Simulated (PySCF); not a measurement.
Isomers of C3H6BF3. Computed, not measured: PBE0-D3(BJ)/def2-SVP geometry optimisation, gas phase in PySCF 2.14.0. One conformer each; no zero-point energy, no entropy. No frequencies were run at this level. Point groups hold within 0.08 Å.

Question: Order them by energy at this level, lowest first, and give relative energies in kcal/mol.
A. `[CH3:1][BH:2][CH2:3][C:4]([F:5])([F:6])[F:7]` with C1–B2–C3–C4 -175°
B. BMe2(CF3) (`CB(C)C(F)(F)F`)

Answer: B (0.0), A (2.7).

```json
{"SMILES": "CB(C)C(F)(F)F", "E (Eh)": "-441.54440", "E rel (kcal/mol)": "0.0", "dipole (D)": "2.55", "point group": "near Cs", "A, B, C (MHz)": "3237, 2196, 1739"}
{"SMILES": "CBCC(F)(F)F", "E (Eh)": "-441.54013", "E rel (kcal/mol)": "2.7", "dipole (D)": "2.84", "point group": "near Cs", "A, B, C (MHz)": "5077, 1398, 1379"}
```

Q: How do the relative energies change in single points at PBE0/pcSseg-1 (no added dispersion term) on the same geometries?

A: 
| SMILES | PBE0-D3(BJ)/def2-SVP (kcal/mol) | PBE0/pcSseg-1 (kcal/mol) | shift |
| --- | --- | --- | --- |
| CB(C)C(F)(F)F | 0.0 | 0.0 | 0.0 |
| CBCC(F)(F)F | 2.7 | 3.1 | +0.4 |

Each column counts from its own lowest isomer. The order is unchanged; the largest shift is 0.4 kcal/mol.

Q: As an exercise, what shares would exp(−E/RT) give at 298.15 K from these electronic energies alone (no entropy, no degeneracies)?

A: RT = 0.592 kcal/mol: CB(C)C(F)(F)F 98.9 %, CBCC(F)(F)F 1.1 %.
